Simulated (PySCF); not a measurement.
## Magnetisability and related constants of `C#CC(C#C)C(C)(C)C`, C9H12

Computed with PySCF, GIAO HF/pcSseg-1 magnetisability, rotational g tensor and spin-rotation constants, non-relativistic, gas phase. Geometry: GFN2-xTB.

Input:
```
{"job": {"kind": "mag", "xc": "HF", "basis": "pcSseg-1", "isotopologues": 0}, "charge": 0, "multiplicity": 1}
C      2.155623     2.187179     0.053236
C      1.614911     1.138630    -0.145909
C      0.970143    -0.147746    -0.365492
C      1.540586    -1.107445     0.568465
C      2.022092    -1.877593     1.347316
C     -0.574465    -0.050954    -0.222380
C     -0.930948     0.410461     1.190871
C     -1.105136     0.953272    -1.246791
C     -1.183631    -1.428414    -0.488606
H      2.625981     3.110265     0.217284
H      1.205645    -0.480001    -1.386605
H      2.440088    -2.561755     2.023659
H     -0.550077    -0.294765     1.926826
H     -0.493501     1.386149     1.392584
H     -2.010654     0.482619     1.303753
H     -0.675559     1.937930    -1.075028
H     -0.857431     0.642983    -2.260649
H     -2.187555     1.030530    -1.169300
H     -0.809289    -2.156920     0.227480
H     -0.938835    -1.775311    -1.491180
H     -2.266908    -1.382173    -0.400005
```
Coordinates are in Å.

Command: `OMP_NUM_THREADS=1 python excited_run.py task.json out`

(1) Show the output.

Results:

(1) Atoms count from 0.
```
final grid: 165336 points
cycle   1  E = -347.4894795853  dE =  2.168e+00  |g| = 5.638e-01  |ddm| = 4.265e+00
cycle   2  E = -347.5876680825  dE = -9.819e-02  |g| = 2.477e-01  |ddm| = 9.865e-01
cycle   3  E = -347.6004168299  dE = -1.275e-02  |g| = 1.319e-01  |ddm| = 3.844e-01
cycle   4  E = -347.6050269312  dE = -4.610e-03  |g| = 3.030e-02  |ddm| = 1.809e-01
cycle   5  E = -347.6052471217  dE = -2.202e-04  |g| = 4.435e-03  |ddm| = 3.154e-02
cycle   6  E = -347.6052536121  dE = -6.490e-06  |g| = 1.242e-03  |ddm| = 9.427e-03
cycle   7  E = -347.6052542098  dE = -5.977e-07  |g| = 3.810e-04  |ddm| = 2.118e-03
cycle   8  E = -347.6052542948  dE = -8.499e-08  |g| = 1.312e-04  |ddm| = 7.647e-04
cycle   9  E = -347.6052543135  dE = -1.872e-08  |g| = 6.259e-05  |ddm| = 3.441e-04
cycle  10  E = -347.6052543195  dE = -5.994e-09  |g| = 3.001e-05  |ddm| = 1.699e-04
cycle  11  E = -347.6052543212  dE = -1.708e-09  |g| = 8.394e-06  |ddm| = 1.109e-04
cycle  12  E = -347.6052543213  dE = -9.743e-11  |g| = 2.150e-06  |ddm| = 3.069e-05
converged SCF energy = -347.6052543213

Magnetisability tensor (1e-30 J/T^2)
    -1636.89      -13.16      -30.79
      -13.16    -1731.71       20.97
      -30.79       20.97    -1676.20
isotropic -1681.60   principal values   -1738.83  -1690.06  -1615.92
isotropic susceptibility -101.268 1e-6 cm^3/mol

Inertial axes            a          b          c
rot. const./GHz      1.8453     1.6349     1.0843
chi total           -99.906   -104.715    -99.185
chi diamagnetic    -791.478   -881.574  -1243.101
chi paramagnetic    691.572    776.860   1143.917
quadrupole/D A       -1.169      4.765     -3.596
g nuclear            0.6022     0.6000     0.5847
g electronic        -0.5995    -0.5967    -0.5827
g total              0.0027     0.0034     0.0019

Spin-rotation constants (kHz, H = +C I.J)
atom  isotope        aa         bb         cc
  9     1H       -0.140     -0.052     -0.115
 10     1H       -0.192     -0.193      0.036
 11     1H       -0.139     -0.053     -0.114
 12     1H       -0.153     -0.038     -0.095
 13     1H       -0.153     -0.038     -0.095
 14     1H       -0.007     -0.198     -0.095
 15     1H       -0.149     -0.018     -0.109
 16     1H       -0.211     -0.189      0.020
 17     1H        0.008     -0.186     -0.107
 18     1H       -0.148     -0.018     -0.109
 19     1H       -0.211     -0.189      0.020
 20     1H        0.008     -0.186     -0.107
  0    13C*       0.406      0.276      0.314
  1    13C*       0.436      0.208      0.368
  2    13C*       0.240      0.262      0.158
  5    13C*       0.261      0.252      0.163
  6    13C*       0.274      0.247      0.131
* in the singly substituted isotopologue
```

It took 25 s wall time on 1 thread of an Arm Neoverse V1, shared host, peak memory 0.96 GiB.
